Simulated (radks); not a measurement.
The numbers below are computed, except where a source is named.
The carbon anion C4-, [Ne], held by a Watson sphere: a shell of charge +4 at radius R that stands for the Madelung well of a crystal (potential energy -4/R inside, -4/r outside, in hartree with lengths in bohr). Code: a radial shooting solver on a logarithmic mesh with Libxc functionals. Model: scalar-relativistic Kohn-Sham, LDA (Slater exchange, Perdew-Wang correlation), spin-polarised, spherical densities, point nucleus. Response by self-consistent Sternheimer equations with the Hartree and adiabatic LDA kernel, the relativistic mass of each level held fixed and spin-orbit coupling left out. The sphere does not respond.

R (bohr)  e(1s) (eV)  e(2s) (eV)  e(2p) (eV)  <r> 2p (bohr)  sum of <r^2> (bohr^2)  X-ray form factor at sin(theta)/lambda = 0.1 1/angstrom  alpha (bohr^3)
1.88         -262.77     -16.558      -8.120          1.908                  33.95                                                    7.906           21.55
1.96         -263.01     -16.147      -7.853          1.955                  35.52                                                    7.828           23.70
2.03         -263.22     -15.800      -7.628          1.995                  36.92                                                    7.759           25.74
2.64         -264.79     -13.303      -5.983          2.345                  50.02                                                    7.180           50.91
3.03         -265.44     -12.173      -5.187          2.571                  59.39                                                    6.833           76.57
3.52         -265.94     -11.171      -4.418          2.862                  72.46                                                    6.434           123.8
3.65         -266.03     -10.969      -4.250          2.940                  76.20                                                    6.335           139.6
